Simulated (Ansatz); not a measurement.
C2H5BClF, SMILES `CBC(F)Cl`, relaxed with RKS PBE0-D4/def2-TZVP in the Gaussian-basis code of Ansatz from a PBE-D4/def2-SVP geometry. The force threshold is 0.005 eV/Å; the program also tests the step.

Total charge 0; spin multiplicity 1.

Start:

```xyz
10

C    -0.080   -0.574    1.239
B    -0.595   -0.005   -0.128
C     0.397    0.333   -1.300
F     1.680   -0.082   -1.236
Cl    0.225    2.078   -0.579
H    -0.621   -0.142    2.106
H    -0.323   -1.663    1.246
H     1.012   -0.477    1.396
H    -1.779    0.096   -0.389
H     0.083    0.436   -2.357
```

By how much does the energy fall, and how many steps does the optimiser take? (An estimate is asked.)

Computed: 1.29 kcal/mol, in 13 steps, 2 of them rejected.

Which bonds change most? (An estimate is asked.)

Ansatz gave: C3–Cl5 from 1.895 to 1.827 Å; B2–H9 from 1.217 to 1.196 Å; C3–H10 from 1.107 to 1.089 Å; C1–H6 from 1.109 to 1.092 Å.

Give the relaxed structure. (Estimate.)

The calculation gave: 
```xyz
10

C    -0.087   -0.584    1.235
B    -0.606   -0.019   -0.114
C     0.378    0.377   -1.266
F     1.652   -0.074   -1.204
Cl    0.309    2.108   -0.688
H    -0.653   -0.216    2.094
H    -0.266   -1.669    1.203
H     0.980   -0.439    1.405
H    -1.769    0.117   -0.358
H     0.061    0.398   -2.307
```
